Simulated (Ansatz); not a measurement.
Consider the ligand exchange at a Ta–F bond: `[O]=[Ta]([OH])([F])[Cl]` + HCl → `[O]=[Ta]([OH])([Cl])[Cl]` + H–F.

Calculated with Ansatz (gas phase, PBE0-D4/def2-TZVP geometries, no zero-point term in ΔE). CCSD(T)/CBS adds triple-zeta CCSD(T) − MP2 to the extrapolated MP2 energy (def2 sets, frozen cores). This one scheme is used for every species. DFT in def2-TZVPP. def2 core potentials past Kr. For Ta outer-core shells are correlated without core-valence functions, which leaves a few kJ/mol of doubt a bond. Each species was taken in one conformer, which may not be the lowest.

```tsv
level	ΔE (kcal/mol)
r2SCAN0-D4	2.2
PBE0	2.4
r2SCANh	3.1
HF/def2-SVP	4.9
```

(1) What does CCSD(T)/CBS give? (Best estimate.)

Largest T1 diagnostic among the species: 0.020.

Results:

(1) Ansatz gave: +0.8 kcal/mol. The listed levels differ from it by 1.4, 1.6, 2.3, 4.1 kcal/mol.

Leaving LDA and LC-ωPBE aside and taking each functional with its dispersion term where it has one, the values, not all of them listed here, spread over 4.3 kcal/mol, from PBE-QIDH to CAM-B3LYP-D4. LDA lies −0.8 kcal/mol from PBE without D4. From PBE to PBE0 (25 % exact exchange), in def2-TZVPP and without D4, ΔE moves by −1.2 kcal/mol.
